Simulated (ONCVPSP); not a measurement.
# Which change was made? (Mn, ONCV)

* Element: manganese
* Generator: ONCVPSP 4.0.1
* Type: optimised norm-conserving Vanderbilt (ONCV)
* Functional: PBE
* Relativity: scalar-relativistic
* Frozen core: [Ne] 3s2
* Valence charge: 13
* Reference configuration: 3p6 3d5 4s1 4p1
* Partial waves: 4s: rc 2.30 bohr, ncon 4, nbas 8, qcut 2.3 1/bohr, 2 projectors, debl 0.9 Ha; 3p+4p: rc 1.45 bohr, ncon 4, nbas 7, qcut 9.6 1/bohr, 2 projectors; 3d: rc 1.65 bohr, ncon 4, nbas 9, qcut 7.7 1/bohr, 1 projector
* Local potential: polynomial inside 1.35 bohr (lpopt 5, dvloc0 -1 Ha)
* Core correction: none

Cutoffs, loose and tight: the cutoffs (Ha) at which the residual kinetic energy of the hardest occupied pseudo-wave falls to 1 and 0.1 mHa per electron. They do not see the model core or the augmentation charge, which bear on the density cutoff. Test errors are all-electron minus pseudo excitation energies from the reference, over the configurations 3p6 3d5 4s2 4p0; 3p6 3d5 4s1 4p0; 3p6 3d5 4s0 4p0; 3p6 3d5 4s0 4p1; variants that change the core or the reference have their own tests.

The base gives: outcome: generated; cutoff, loose: 30 Ha; cutoff, tight: 85 Ha; bound ghosts: s; GHOST(+) flags above zero: none; largest test error (meV): +7.8.

(1) After one change the result is: outcome: generated; cutoff, loose: 224 Ha; cutoff, tight: 284 Ha; bound ghosts: s; GHOST(+) flags above zero: none; largest test error (meV): -5.3. Which change was it?
A. d: rc 2.36
B. d: rc 1.34; local potential polynomial inside 1.34 bohr (lpopt 5, dvloc0 -1 Ha)
C. d: rc 1.16; local potential polynomial inside 1.16 bohr (lpopt 5, dvloc0 -1 Ha)

Results:

(1) C. The others give: d: rc 2.36 → outcome: generated; cutoff, loose: 30 Ha; cutoff, tight: 36 Ha; bound ghosts: s; GHOST(+) flags above zero: none; largest test error (meV): -8.1 | d: rc 1.34; local potential polynomial inside 1.34 bohr (lpopt 5, dvloc0 -1 Ha) → outcome: generated; cutoff, loose: 154 Ha; cutoff, tight: 180 Ha; bound ghosts: s; GHOST(+) flags above zero: none; largest test error (meV): +4.7.
